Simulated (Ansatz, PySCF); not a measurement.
CH8O3Si2, SMILES CO[Si@@H](O)[SiH2]O. Atoms are numbered in the order given.

```xyz
14

C      2.2995     1.2915    -0.2018
O      0.9660     0.8621    -0.0778
Si     0.4767    -0.7468    -0.0568
O      1.0729    -1.5731     1.2606
Si    -1.8277    -0.2753    -0.0461
O     -1.8367     1.3938     0.0051
H      2.7667     0.9025    -1.1242
H      2.9102     0.9664     0.6578
H      2.3172     2.3906    -0.2442
H      1.0844    -1.4556    -1.2189
H      0.6611    -1.3803     2.1084
H     -2.5075    -0.8548     1.1554
H     -2.5345    -0.7999    -1.2546
H     -0.9252     1.7240    -0.0295
```

The structure is a stationary point at PBE0-D3(BJ)/def2-SVP. The structure was generated by enumeration; whether it is a known compound was not checked. Other conformers were not sampled.

Two levels are set side by side: PBE-D3(BJ)/def2-SVP (Ansatz, a first-principles code) and PBE0-D3(BJ)/def2-SVP (Ansatz). Each level has its own optimised geometry; the coordinates shown are those of the second. Frequencies come from the Hessian of PySCF at each geometry. Differences are taken from unrounded values.

```json
[
 {"quantity": "mean bond length (Å)", "PBE0-D3(BJ)": "1.423", "PBE-D3(BJ)": "1.436", "PBE-D3(BJ) minus PBE0-D3(BJ)": "0.013"},
 {"quantity": "bond C1–O2 (Å)", "PBE0-D3(BJ)": "1.406", "PBE-D3(BJ)": "1.421", "PBE-D3(BJ) minus PBE0-D3(BJ)": "0.014"},
 {"quantity": "bond O2–Si3 (Å)", "PBE0-D3(BJ)": "1.682", "PBE-D3(BJ)": "1.703", "PBE-D3(BJ) minus PBE0-D3(BJ)": "0.021"},
 {"quantity": "bond Si3–O4 (Å)", "PBE0-D3(BJ)": "1.665", "PBE-D3(BJ)": "1.683", "PBE-D3(BJ) minus PBE0-D3(BJ)": "0.018"},
 {"quantity": "bond Si3–Si5 (Å)", "PBE0-D3(BJ)": "2.352", "PBE-D3(BJ)": "2.363", "PBE-D3(BJ) minus PBE0-D3(BJ)": "0.011"},
 {"quantity": "bond Si5–O6 (Å)", "PBE0-D3(BJ)": "1.670", "PBE-D3(BJ)": "1.686", "PBE-D3(BJ) minus PBE0-D3(BJ)": "0.016"},
 {"quantity": "bond C1–H7 (Å)", "PBE0-D3(BJ)": "1.105", "PBE-D3(BJ)": "1.114", "PBE-D3(BJ) minus PBE0-D3(BJ)": "0.009"},
 {"quantity": "bond C1–H8 (Å)", "PBE0-D3(BJ)": "1.103", "PBE-D3(BJ)": "1.112", "PBE-D3(BJ) minus PBE0-D3(BJ)": "0.009"},
 {"quantity": "bond C1–H9 (Å)", "PBE0-D3(BJ)": "1.100", "PBE-D3(BJ)": "1.109", "PBE-D3(BJ) minus PBE0-D3(BJ)": "0.009"},
 {"quantity": "bond Si3–H10 (Å)", "PBE0-D3(BJ)": "1.491", "PBE-D3(BJ)": "1.502", "PBE-D3(BJ) minus PBE0-D3(BJ)": "0.012"},
 {"quantity": "bond O4–H11 (Å)", "PBE0-D3(BJ)": "0.962", "PBE-D3(BJ)": "0.974", "PBE-D3(BJ) minus PBE0-D3(BJ)": "0.012"},
 {"quantity": "bond Si5–H12 (Å)", "PBE0-D3(BJ)": "1.497", "PBE-D3(BJ)": "1.509", "PBE-D3(BJ) minus PBE0-D3(BJ)": "0.012"},
 {"quantity": "bond Si5–H13 (Å)", "PBE0-D3(BJ)": "1.495", "PBE-D3(BJ)": "1.507", "PBE-D3(BJ) minus PBE0-D3(BJ)": "0.012"},
 {"quantity": "bond O6–H14 (Å)", "PBE0-D3(BJ)": "0.970", "PBE-D3(BJ)": "0.984", "PBE-D3(BJ) minus PBE0-D3(BJ)": "0.014"},
 {"quantity": "highest harmonic wavenumber (cm⁻¹)", "PBE0-D3(BJ)": "3926", "PBE-D3(BJ)": "3754", "PBE-D3(BJ) minus PBE0-D3(BJ)": "-171"},
 {"quantity": "mean harmonic wavenumber (cm⁻¹)", "PBE0-D3(BJ)": "1201", "PBE-D3(BJ)": "1157", "PBE-D3(BJ) minus PBE0-D3(BJ)": "-43"},
 {"quantity": "zero-point energy (kcal/mol)", "PBE0-D3(BJ)": "61.79", "PBE-D3(BJ)": "59.56", "PBE-D3(BJ) minus PBE0-D3(BJ)": "-2.23"}
]
```

Exact exchange shortens and stiffens bonds; PBE has none. Differences between two approximate levels are no errors against the true value.
